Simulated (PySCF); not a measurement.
# Ionisation energy of Si¹²⁺ by level of theory

Si¹²⁺ 1s2 (1S) → Si¹³⁺ 1s1 (2S), as a difference of total energies. Computed with PySCF 2.14 in an uncontracted even-tempered set (15 s from 7.3 bohr⁻², ratio 2.2; 7 p from 11 bohr⁻², ratio 2.4; 4 d from 34 bohr⁻², ratio 2.4; 3 f from 51 bohr⁻², ratio 2.4; 3 g from 76 bohr⁻², ratio 2.4), with the non-relativistic Hamiltonian (point nucleus). Correlated levels: nothing frozen; virtual orbitals above 40 to 60 times the deepest correlated orbital energy dropped. The calculations carry no spin-orbit coupling.

| method | ionisation energy (eV) |
| --- | --- |
| UHF | 2431.6 |
| LDA | 2420.3 |
| r2SCAN | 2433.0 |
| r2SCAN0 | 2432.9 |
| M06-L | 2434.7 |
| MP2 (all electrons) | 2432.8 |
| SCS-MP2 (all electrons) | 2433.1 |

Question: Estimate what PBE gives.

Answer: 2430.7 eV, closest to UHF among the rows shown.

Question: Estimate what PBE0 gives.

Answer: 2431.2 eV, closest to UHF among the rows shown.

These non-relativistic numbers lack the scalar-relativistic shift.

For comparison: 2437.7 eV (theoretical estimate listed by NIST; NIST Atomic Spectra Database, ionization energies).
